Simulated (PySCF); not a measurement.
## Circular dichroism: SMILES C[C@H]1COBO[C@@H]1F, C$_{4}$H$_{8}$BFO$_{2}$

Geometry (Å), atoms numbered from 1 in this order:
```xyz
16

C    -1.5234   -0.4637    0.5159
C    -0.5834    0.0649   -0.5632
C     0.0793    1.3836   -0.1449
O     1.0305    1.2007    0.8858
B     1.6692    0.0308    1.0121
O     1.4391   -1.0507    0.2036
C     0.5419   -0.9423   -0.8326
F     1.2222   -0.5332   -1.9688
H    -0.9846   -0.6112    1.4498
H    -1.9578   -1.4135    0.2129
H    -2.3277    0.2473    0.6875
H    -1.1309    0.2213   -1.4965
H     0.5892    1.8308   -1.0068
H    -0.6690    2.0894    0.2290
H     2.4430   -0.0999    1.8737
H     0.1550   -1.9454   -1.0688
```

The calculation used TDDFT LC-wPBE/def2-SVPD circular dichroism and optical rotation, one conformer, gas phase in PySCF 2.14.0. Geometry: GFN2-xTB.

Task: What are the CIP labels of the stereocentres?

Result: C2 S, C7 R.

Task: List the lowest 8 singlet excitations with oscillator and rotatory strengths.

Result: Rotatory strengths R in 10⁻⁴⁰ esu² cm², velocity form and length form (origin at the centre of mass); f in length form.
```tsv
state	E (eV)	λ (nm)	f	R (velocity)	R (length)	main
1	8.49	146	0.003	-5.6	-5.4	HOMO→LUMO+2 0.41, HOMO→LUMO+4 0.26
2	8.95	139	0.071	-15.1	-16.3	HOMO−1→LUMO+2 0.49, HOMO−1→LUMO+4 0.21
3	9.05	137	0.042	+49.6	+49.7	HOMO−2→LUMO+2 0.34, HOMO−2→LUMO+4 0.19
4	9.12	136	0.010	-36.2	-34.7	HOMO→LUMO 0.55
5	9.21	135	0.002	+7.6	+7.5	HOMO−1→LUMO 0.65
6	9.74	127	0.017	-25.7	-28.1	HOMO→LUMO+3 0.44, HOMO−2→LUMO 0.26
7	9.87	126	0.007	-4.3	-4.1	HOMO→LUMO+1 0.27, HOMO→LUMO+5 0.23
8	10.02	124	0.011	+6.3	+6.6	HOMO→LUMO+2 0.26, HOMO→LUMO+1 0.18
```

Among the states computed, the strongest CD band (largest |R|) is state 3. The largest dissymmetry factor in size, g = 4R/(D+G), with D and G the electric and magnetic dipole strengths, is +0.048 for state 5 (velocity form, f = 0.002), among bands with |R| over 0.5. The mirror image has the same energies and oscillator strengths and all R with the opposite sign.
